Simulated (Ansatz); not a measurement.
`C[SiH2][SiH](F)F` → `C[SiH2]F` + `F[SiH]` at 298.15 K and 1 bar (silylene formation by 1,1-elimination).

Isolated molecules relaxed with PBE0-D4/def2-TZVP in Ansatz; ΔE leaves out vibrations. CCSD(T)/CBS is the MP2 limit (def2-TZVPP, def2-QZVPP) plus CCSD(T) − MP2 in def2-TZVPP, frozen cores. This one scheme is used for every species. Each species was taken in one conformer, which may not be the lowest.

```
           species  CCSD(T)/CBS energy (Eh)  H − E (kJ/mol)  S (J/(mol·K))
`C[SiH2][SiH](F)F`               -819.54558           204.1          371.8
        `C[SiH2]F`               -430.00374           162.8          286.2
          `F[SiH]`               -389.46371            32.3          239.1
```

H − E and S are ideal-gas, rigid-rotor, harmonic terms from PBE0-D4/def2-TZVP, for one conformer and one mirror image of each species. 1 Eh = 2625.50 kJ/mol, R = 8.31446 J/(mol·K).

By hand: ΔE, ΔH, ΔS and ΔG.

ΔE = (-430.00374) + (-389.46371) − (-819.54558) = 0.07813 Eh = 205.1 kJ/mol. Δ(H − E) = 162.8 + 32.3 − 204.1 = -9.0, so ΔH = 196.1 kJ/mol. ΔS = 286.2 + 239.1 − 371.8 = 153.5 J/(mol·K). ΔG = 196.1 − 298.15 × (153.5)/1000 = 150.3 kJ/mol.

By hand: the equilibrium constant, and the temperature at which ΔG would vanish if ΔH and ΔS stayed fixed.

log₁₀ K = −ΔG/(RT ln 10) = -26.3. ΔG = 0 at ΔH/ΔS = 1278 K.

The number of gas molecules changes by +1, which sets the sign of ΔS. A doubt of 5 kJ/mol in ΔE shifts log₁₀ K by 0.9 here. Other conformers and mirror images would add mixing entropy, several J/(mol·K) or more a flexible species. Modes under 60 cm⁻¹, often nearly free rotors, make the harmonic entropy too high. These are equilibria of isolated gas molecules and say nothing of rates. Largest T1 diagnostic: 0.015 (customary marks: 0.02 for closed shells, 0.045 for open ones).
